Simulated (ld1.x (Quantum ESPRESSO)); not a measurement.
## Before and after: RRKJ potential for technetium (Tc)

ld1.x (Quantum ESPRESSO) 7.5 input, shortened:

```
&input
   title='Tc', zed=43., rel=1, dft='PZ', iswitch=3,
   config='[Kr] 4d5 5s1 5p1'
 /
 &inputp
   pseudotype=2, tm=.false., lloc=2,
   nlcc=.false.
 /
3
4S  1  0   2.00   0.00  1.50  1.50  0.0
4P  2  1   6.00   0.00  1.20  1.20  0.0
4D  3  2   5.00   0.00  1.55  1.55  0.0
 &test
   configts(1)='4s2 4p6 4d5 5s1 5p1'
 /
```

Occupied shells without a wave of their own: 5p, 5s. They enter only through the test configuration that unscreens the potential.

All-electron outer shells of the reference configuration (LDA (PZ), scalar-relativistic, ld1.x):

| shell | level (eV) | outermost node (bohr) | outermost maximum (bohr) |
| --- | --- | --- | --- |
| 3p | -417.04 | 0.16 | 0.36 |
| 3d | -251.63 | – | 0.31 |
| 4s | -74.84 | 0.50 | 0.95 |
| 4p | -46.85 | 0.51 | 1.03 |
| 4d | -8.17 | 0.50 | 1.27 |
| 5s | -6.19 | 1.28 | 2.69 |
| 5p | -2.25 | 1.45 | 3.54 |

Change: all radii scaled by about 1.28 (s 1.92, p 1.54, d 2.00 bohr).

Cutoffs: the cutoffs (Ry, on a coarse ladder) from which the occupation-weighted sum of valence levels, in a spherical-Bessel basis at the reference potential, stays within 10 and 1 mRy of its value at 400 Ry; they do not see the model core or the augmentation charge, which bear on the density cutoff. Errors are all-electron minus pseudo energies relative to the spin-unpolarised reference configuration.

How do hardness, ghosts and transferability respond?

The potential gets softer (100 Ry and 160 Ry → 55 Ry and 90 Ry); the s channel binds one level more than in the base; the miss of the reference levels goes from 0.07 to 1.41 eV; of the 9 tests that both files solve, the error grows in 9 and shrinks in 0 by more than 15 % and 0.3 meV (median size 83.8 → 1440.3 meV); neither file shows a bound ghost at the reference potential, the only one tested. A larger radius leaves more room for a smooth pseudo-wave, so fewer plane waves are needed. More of the atom is replaced by a form fitted at one configuration, so other configurations suffer.

| quantity | base | changed |
| --- | --- | --- |
| cutoff, loose | 100 Ry | 55 Ry |
| cutoff, tight | 160 Ry | 90 Ry |
| loose cutoff by channel (10 mRy a level) | s 40 Ry, p 80 Ry, d 40 Ry | s 30 Ry, p 40 Ry, d 35 Ry |
| bound ghosts | none | none |
| largest miss of a reference level, eV | 0.07 | 1.41 |
| error for 4s2 4p6 4d5 5s2 5p0, meV [ΔE -3.84 eV] | +67 | +1268 |
| error for 4s2 4p6 4d5 5s1 5p0, meV [ΔE 4.59 eV] | +11 | +23 |
| error for 4s2 4p6 4d5 5s0 5p0, meV [ΔE 19.79 eV] | -84 | -2090 |
| error for 4s2 4p6 4d5 5s0 5p2, meV [ΔE 4.06 eV] | -80 | -1590 |
| error for 4s2 4p6 4d6 5s1 5p0, meV [ΔE -4.70 eV] | +4.6 | +36 |
| error for 4s1 4p6 4d5 5s2 5p0, meV [ΔE 76.13 eV] | +92 | +2232 |
| error for 4s2 4p6 4d4 5s0 5p0, meV [ΔE 48.72 eV] | -120 | -3032 |
| error for 4s2 4p6 4d5 5s1 5p1 (spin-polarised), meV [ΔE -5.03 eV] | +221 | +370 |
| error for 4s2 4p6 4d5 5s2 5p0 (spin-polarised), meV [ΔE -7.33 eV] | +255 | +1440 |

Base: The 5p, 5s levels have no wave, so the channel is fitted at the deeper level alone: the likely source of the large errors. Changed file: These tests converged, but a pseudo level misses the all-electron one widely, so the file describes the atom poorly there or has found another state: 4s2 4p6 4d5 5s0 5p0: empty 5s by 2.7 eV; 4s2 4p6 4d6 5s1 5p0: 5s by 1.0 eV; 4s2 4p6 4d4 5s0 5p0: empty 5s by 3.9 eV. The 5p, 5s levels have no wave, so the channel is fitted at the deeper level alone: the likely source of the large errors.
